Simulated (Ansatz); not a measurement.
Input for Ansatz (a program for electronic structure): R-PBE0/def2-TZVPP on NH3 (SMILES N).

Ansatz 0.2 input:
```yaml
crystal:
  periodic: [false, false, false]
  atoms:
    - {symbol: N, position_ang: [0.00000000, -0.00002411, 0.30627053]}
    - {symbol: H, position_ang: [0.00000000, 0.93747488, -0.10213041]}
    - {symbol: H, position_ang: [0.81190073, -0.46877539, -0.10212006]}
    - {symbol: H, position_ang: [-0.81190073, -0.46877539, -0.10212006]}
basis:
  gaussian:
    orbitals: def2-TZVPP
hamiltonian:
  xc: {name: PBE0}
scf: {lower_state_search: off}
```

Q: Predict the final total energy.

A: -56.5154 hartree.
